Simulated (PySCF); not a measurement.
SMILES F[Si](F)(F)/C=C/[SiH2]Cl (C2H4ClF3Si2), PBE0/def2-SVP optimised geometry.

```
12

Si    -2.56    -1.95     3.87
F     -2.14    -1.25     5.25
F     -1.95    -3.43     3.87
F     -4.16    -2.08     3.89
C     -1.95    -1.03     2.41
C     -1.14    -1.60     1.50
Si    -0.48    -0.69     0.00
Cl    -1.11    -1.67    -1.71
H     -2.26     0.02     2.27
H     -0.84    -2.65     1.65
H      1.01    -0.69     0.00
H     -1.01     0.69     0.00
```

Density from PBE0/def2-TZVP run with PySCF at that geometry.

Minimum of the electron density along straight lines between bonded atoms, close to the bond critical point (lines longer than 1.1 times the sum of covalent radii, or with two minima, are not listed):

```
bond     length / Å  ρ at the minimum / e bohr⁻³  ∇²ρ there / e bohr⁻⁵  position (fraction from the first atom)
-------  ----------  ---------------------------  --------------------  ---------------------------------------
Si1–F2        1.602                        0.140                  0.98                                     0.42
Si1–F3        1.603                        0.140                  0.98                                     0.42
Si1–F4        1.602                        0.140                  0.98                                     0.42
Si1–C5        1.837                        0.135                  0.19                                     0.39
C5–C6         1.346                        0.338                 -0.99                                     0.50
C6–Si7        1.872                        0.122                  0.21                                     0.61
Si7–Cl8       2.069                        0.096                  0.22                                     0.36
C5–H9         1.099                        0.274                 -0.94                                     0.65
C6–H10        1.099                        0.276                 -0.96                                     0.65
Si7–H11       1.489                        0.123                  0.14                                     0.49
Si7–H12       1.489                        0.123                  0.14                                     0.49
```
